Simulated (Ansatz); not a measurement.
C4H5 (SMILES C1[C@-]2C[C@H]12), charge -1, singlet, geometry from GFN2-xTB (a gas-phase anion, which may not be bound at this level). Base run: HF/pcseg-1 (Ansatz, a program for electronic structure).

Here is a job for Ansatz.
Ansatz 0.2 input:
```yaml
crystal:
  periodic: [false, false, false]
  atoms:
    - {symbol: C, position_ang: [0.01838829, 1.09261235, 0.31793151]}
    - {symbol: C, position_ang: [0.04322136, -1.09887314, 0.29296768]}
    - {symbol: C, position_ang: [0.86364242, 0.01454600, -0.41782223]}
    - {symbol: C, position_ang: [-0.64697488, -0.00242694, -0.43053395]}
    - {symbol: H, position_ang: [-0.11541859, 1.12684033, 1.41520083]}
    - {symbol: H, position_ang: [-0.00676947, 2.10157076, -0.11435886]}
    - {symbol: H, position_ang: [-0.08949244, -1.16110732, 1.38913817]}
    - {symbol: H, position_ang: [0.04081885, -2.09803459, -0.16219775]}
    - {symbol: H, position_ang: [-1.49880154, -0.00441880, -1.10304047]}
basis:
  gaussian:
    orbitals: pcseg-1.json
hamiltonian:
  xc: hf
total_charge: -1
```
The basis file holds pcseg-1 in the JSON format of the Basis Set Exchange.

Each row names what was changed in the base input (with any setting that the change needs).

```
change                                                           ΔE vs base (kcal/mol)
---------------------------------------------------------------  ---------------------
base                                                                             0.000
accuracy = high                                                                 -0.006
point_charge = charge:1.0 position_ang:2.0046, 2.5937, 3.9858                    -65.1
point_charge = charge:-1.0 position_ang:-2.6038, 2.7406, 3.7                     56.45
lower_state_search = full                                                        0.000
point_charge = charge:0.5 position_ang:-1.6188, 3.7847, -2.9932                 -31.72
lower_state_search = light                                                       0.000
forces = on                                                                     -0.004
nuclear_model = gaussian                                                         0.008
fitting.mean_field = def2-universal-JKFIT                                        0.033
fitting.mean_field = cc-pVTZ-JKFIT                                               0.017
```

A gas-phase anion may not be bound at this level; its values then depend on the basis.
